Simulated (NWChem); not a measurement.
System: bromotrifluoromethane (CBrF3); SMILES FC(F)(F)Br

Output (shortened):

```
             Northwest Computational Chemistry Package (NWChem) 7.3.0
             --------------------------------------------------------

 C3V symmetry detected

                             Geometry "geometry" -> ""
                             -------------------------

 Output coordinates in angstroms (scale by  1.889725989 to convert to a.u.)

  No.       Tag          Charge          X              Y              Z
 ---- ---------------- ---------- -------------- -------------- --------------
    1 F                    9.0000     0.87568163     0.87568163    -1.26555837
    2 C                    6.0000    -0.00000000    -0.00000000    -0.81511937
    3 F                    9.0000     0.32052172    -1.19620335    -1.26555837
    4 F                    9.0000    -1.19620335     0.32052172    -1.26555837
    5 Br                  35.0000     0.00000000     0.00000000     1.11602263

 Effective nuclear repulsion energy (a.u.)     368.8424817979

      Symmetry information
      --------------------

 Group name             C3v
 Group number             17
 Group order               6
 No. of unique centers     3

                                 NWChem DFT Module
                                 -----------------

 Summary of "ao basis" -> "ao basis" (spherical)
 ------------------------------------------------------------------------------
       Tag                 Description            Shells   Functions and Types
 ---------------- ------------------------------  ------  ---------------------
 F                        aug-cc-pvtz               14       46   5s4p3d2f
 C                        aug-cc-pvtz               14       46   5s4p3d2f
 Br                       aug-cc-pvtz               19       59   7s6p4d2f

      Symmetry analysis of basis
      --------------------------

        a1         67
        a2         20
        e         156

  Rotation of axis

            General Information
            -------------------
          SCF calculation type: DFT
          Wavefunction type:  closed shell.
          No. of atoms     :     5
          No. of electrons :    68
           Alpha electrons :    34
            Beta electrons :    34
          Charge           :     0
          Spin multiplicity:     1
          Use of symmetry is: on ; symmetry adaption is: on
          Maximum number of iterations: 150
          AO basis - number of functions:   243
                     number of shells:    75
          Convergence on energy requested:  1.00D-06
          Convergence on density requested:  1.00D-05
          Convergence on gradient requested:  5.00D-04

              XC Information
              --------------
                         B3LYP Method XC Potential
                     Hartree-Fock (Exact) Exchange  0.200
                        Slater Exchange Functional  0.800 local
                    Becke 1988 Exchange Functional  0.720 non-local
              Lee-Yang-Parr Correlation Functional  0.810
                  VWN I RPA Correlation Functional  0.190 local

             Grid Information
             ----------------
          Grid used for XC integration:  medium
          Radial quadrature: Mura-Knowles
          Angular quadrature: Lebedev.
          Tag              B.-S. Rad. Rad. Pts. Rad. Cut. Ang. Pts.
          ---              ---------- --------- --------- ---------
          F                   0.50       49          12.0       434
          C                   0.70       49          12.0       434
          Br                  1.15      112          12.0       590
          Grid pruning is: on
          Number of quadrature shells:   210
          Spatial weights used:  Erf1

      Superposition of Atomic Density Guess
      -------------------------------------

 Sum of atomic energies:       -2908.35508290

      Non-variational initial energy
      ------------------------------

 Total energy =   -2909.670507
 1-e energy   =   -4786.210818
 2-e energy   =    1507.697829
 HOMO         =      -0.394566
 LUMO         =       0.046513

      Symmetry analysis of molecular orbitals - initial
      -------------------------------------------------

  Numbering of irreducible representations:

     1 a1          2 a2          3 e

  Orbital symmetries:

     1 a1          2 a1          3 a1          4 e           5 e
     6 a1          7 e           8 e           9 a1         10 a1
    11 a1         12 e          13 e          14 a1         15 e
    16 e          17 e          18 e          19 a1         20 e
    21 e          22 a1         23 a1         24 e          25 e
    26 a1         27 e          28 e          29 e          30 e
    31 a2         32 a1         33 e          34 e          35 a1
    36 a1         37 a1         38 e          39 e          40 e
    41 e          42 a1         43 e          44 e

------------------------------------------------------------
EAF file 0: "./job.aoints.0" size=674234368 bytes
------------------------------------------------------------
               write      read    awrite     aread      wait
               -----      ----    ------     -----      ----
     calls:     1286         0         0         0         0
   data(b): 6.74e+08  0.00e+00  0.00e+00  0.00e+00
   time(s): 0.00e+00  0.00e+00  0.00e+00  0.00e+00  0.00e+00
rate(mb/s): 0.00e+00  0.00e+00
------------------------------------------------------------

     ---------------------------------------------
      Total Density - Mulliken Population Analysis
     ---------------------------------------------

    Atom       Charge   Shell Charges
 -----------   ------   -------------------------------------------------------
    1 F    9     9.41   1.95  1.07  0.27  0.61  0.03  1.60  2.55  1.29  0.03  0.00  0.01  0.01  0.00  0.00
    2 C    6     4.44   1.96  0.68  0.15  0.11  0.01  0.42  0.86 -0.11 -0.01  0.05  0.27  0.00  0.03  0.02
    3 F    9     9.41   1.95  1.07  0.27  0.61  0.03  1.60  2.55  1.29  0.03  0.00  0.01  0.01  0.00  0.00
    4 F    9     9.41   1.95  1.07  0.27  0.61  0.03  1.60  2.55  1.29  0.03  0.00  0.01  0.01  0.00  0.00
    5 Br  35    35.32   2.00  2.00  1.93  1.14  0.37  0.52  0.01  6.00  5.84  2.99  1.19  1.26  0.02  9.68  0.32  0.02  0.01  0.00  0.00

   convergence    iter        energy       DeltaE   RMS-Dens  Diis-err
 ---------------- ----- ----------------- --------- --------- ---------
 d= 0,ls=0.0,diis     1  -2911.7676759967 -3.28D+03  5.56D-03  2.65D+00
 d= 0,ls=0.0,diis     2  -2911.4630003040  3.05D-01  3.37D-03  6.37D+00
 d= 0,ls=0.0,diis     3  -2911.9939769662 -5.31D-01  5.89D-04  4.10D-02
 d= 0,ls=0.0,diis     4  -2911.9972986580 -3.32D-03  1.57D-04  5.70D-03
 d= 0,ls=0.0,diis     5  -2911.9978386648 -5.40D-04  3.20D-05  1.46D-04
  Resetting Diis
 d= 0,ls=0.0,diis     6  -2911.9978453541 -6.69D-06  5.63D-06  2.56D-06
 d= 0,ls=0.0,diis     7  -2911.9978454469 -9.28D-08  4.46D-06  8.54D-07

         Total DFT energy =    -2911.997845446928
      One electron energy =    -4785.005364102351
           Coulomb energy =     1632.332549075897
    Exchange-Corr. energy =     -128.167512218339
 Nuclear repulsion energy =      368.842481797865

 Numeric. integr. density =       67.999997664146

                  Occupations of the irreducible representations
                  ----------------------------------------------

                     irrep           alpha         beta
                     --------     --------     --------
                     a1               13.0         13.0
                     a2                1.0          1.0
                     e                20.0         20.0

                       DFT Final Molecular Orbital Analysis
                       ------------------------------------

 Vector   32  Occ=2.000000D+00  E=-4.096515D-01  Symmetry=a1
              MO Center=  7.2D-14, -1.4D-13, -3.9D-02, r^2= 2.9D+00
   Bfn.  Coefficient  Atom+Function         Bfn.  Coefficient  Atom+Function
  ----- ------------  ---------------      ----- ------------  ---------------
   200      0.340519  5 Br pz                50     -0.217003  2 C  s
   203      0.218043  5 Br pz               190      0.206071  5 Br s
    11      0.182084  1 F  pz               103      0.182084  3 F  pz
   149      0.182084  4 F  pz                57     -0.166071  2 C  pz
     8      0.157135  1 F  pz               100      0.157135  3 F  pz

 Vector   33  Occ=2.000000D+00  E=-3.283141D-01  Symmetry=e
              MO Center=  5.2D-03,  8.5D-03,  1.0D+00, r^2= 1.7D+00
   Bfn.  Coefficient  Atom+Function         Bfn.  Coefficient  Atom+Function
  ----- ------------  ---------------      ----- ------------  ---------------
   198      0.434717  5 Br px               199      0.341131  5 Br py
   201      0.242142  5 Br px               204      0.239286  5 Br px
   202      0.190013  5 Br py               205      0.187772  5 Br py
    11     -0.083384  1 F  pz                 8     -0.071610  1 F  pz
    14     -0.061592  1 F  pz               149      0.050402  4 F  pz

 Vector   34  Occ=2.000000D+00  E=-3.283141D-01  Symmetry=e
              MO Center= -5.2D-03, -8.5D-03,  1.0D+00, r^2= 1.7D+00
   Bfn.  Coefficient  Atom+Function         Bfn.  Coefficient  Atom+Function
  ----- ------------  ---------------      ----- ------------  ---------------
   199      0.434717  5 Br py               198     -0.341131  5 Br px
   202      0.242142  5 Br py               205      0.239286  5 Br py
   201     -0.190013  5 Br px               204     -0.187772  5 Br px
   103      0.077241  3 F  pz               149     -0.067183  4 F  pz
   100      0.066335  3 F  pz               146     -0.057697  4 F  pz

[...]
```

Level: B3LYP/aug-cc-pVTZ. Structure relaxed at the PBE0/def2-SVP level.

**Question.** Which NWChem input produces such a log?

**Answer.** This is not unique; one that fits is the input that was run:
```
start job
memory heap 200 mb stack 900 mb global 1100 mb
geometry units angstroms noautoz
  F      0.875682     0.875682    -1.268664
  C      0.000000     0.000000    -0.818225
  F      0.320522    -1.196203    -1.268664
  F     -1.196203     0.320522    -1.268664
  Br     0.000000     0.000000     1.112917
end
basis spherical
  * library aug-cc-pvtz
end
dft
  xc b3lyp
  iterations 150
  semidirect filesize 400000000
  mulliken
end
task dft energy
```
